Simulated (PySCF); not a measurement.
AlFH4Si, SMILES [F][AlH][SiH3].

Geometry: B3LYP-D3(BJ)/def2-TZVP.

Method: IEF-PCM-B3LYP/def2-SVP (PySCF).

The values are the electrostatic part of the solvation free energy, E(continuum) − E(gas) at the gas-phase geometry, in a cavity of scaled van der Waals radii (PySCF's table); cavitation and dispersion terms are not included. A continuum can't describe solvent molecules that bind to the metal. In vacuum the orbital gap is 5.76 eV. The dipole moment in vacuum is 1.18 D.

**Question.** Estimate the values in water (ε = 78.36), cyclohexanone (ε = 15.62), 1-octanol (ε = 9.86). (The exact figures need the calculation; the answer reports its results.)

**Answer.** 
```csv
solvent,ε,ΔG(elec) (kcal/mol),dipole (D),gap (eV)
water,78.36,-5.8,1.34,6.08
cyclohexanone,15.62,-5.3,1.33,6.05
1-octanol,9.86,-5.0,1.32,6.03
```
